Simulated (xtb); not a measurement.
C7H14O (SMILES CCCCCC(C)=O), singlet, at a GFN2-xTB geometry. Base run: GFN0-xTB run with xtb.

Geometry (Å):
```xyz
22

C      3.9709    -0.3807    -0.4397
C      2.6068    -0.7374     0.1380
C      1.5102     0.1860    -0.3879
C      0.1429    -0.1676     0.1914
C     -0.9554     0.7630    -0.3407
C     -2.2782     0.3888     0.2928
C     -3.0847    -0.6222    -0.4816
O     -2.6442     0.8502     1.3435
H      4.7368    -1.0484    -0.0524
H      4.2408     0.6399    -0.1775
H      3.9599    -0.4634    -1.5244
H      2.3631    -1.7710    -0.1187
H      2.6441    -0.6676     1.2273
H      1.7559     1.2188    -0.1314
H      1.4717     0.1156    -1.4778
H      0.1754    -0.0896     1.2799
H     -0.0993    -1.2028    -0.0612
H     -0.7092     1.7902    -0.0673
H     -1.0135     0.6809    -1.4266
H     -2.4533    -1.4490    -0.7972
H     -3.9106    -0.9917     0.1202
H     -3.4832    -0.1420    -1.3740
```
All else is at xtb's defaults.
Base energy -25.86667 Eh.

Variants of this job, named by their change:

| change | ΔE vs base (kcal/mol) | HOMO-LUMO gap (eV) |
|---|---|---|
| base | 0.000 | 3.59 |
| etemp = 10 | 0.000 | 3.59 |
| etemp = 5000 | -0.624 | 3.59 |
| file = coord | 0.000 | 3.59 |
